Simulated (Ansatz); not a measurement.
`CO[SiH2][SiH2]N` + `[SiH3][O][InH2]` → `CO[SiH2]O[SiH3]` + `N[SiH2][InH2]`  (redistribution)

Program: Ansatz. Geometries: PBE0-D4/def2-TZVP. ΔE: electronic, gas phase. CCSD(T)/CBS adds triple-zeta CCSD(T) − MP2 to the extrapolated MP2 energy (def2 sets, frozen cores). Functionals use def2-TZVPP. def2 core potentials past Kr. For In outer-core shells are correlated without core-valence functions, which leaves a few kJ/mol of doubt a bond. One conformer a species, not always the lowest.

(1) Is it downhill or uphill in electronic energy at CCSD(T)/CBS, and by how much? (Estimate.)

(2) What do these levels give: ωB97X-V, PBE, HF/def2-TZVPP, CCSD(T)/def2-TZVPP, HF/def2-QZVPP, HF/CBS(def2)? (Best estimate.)

Largest T1 diagnostic among the species: 0.015.

Answers

(1) Computed: Downhill: ΔE = -96.6 kJ/mol.

(2) Ansatz gave: ωB97X-V -96.1, PBE -87.3, HF/def2-TZVPP -117.1, CCSD(T)/def2-TZVPP -98.6, HF/def2-QZVPP -117.7, HF/CBS(def2) -117.8 kJ/mol.

From PBE to PBE0 (25 % exact exchange), in def2-TZVPP and without D4, ΔE moves by −10.5 kJ/mol. In def2-TZVPP, CCSD(T) changes the Hartree–Fock value by +18.5 kJ/mol (the triples alone add +4.5 kJ/mol) and MP2 by +14.7 kJ/mol.
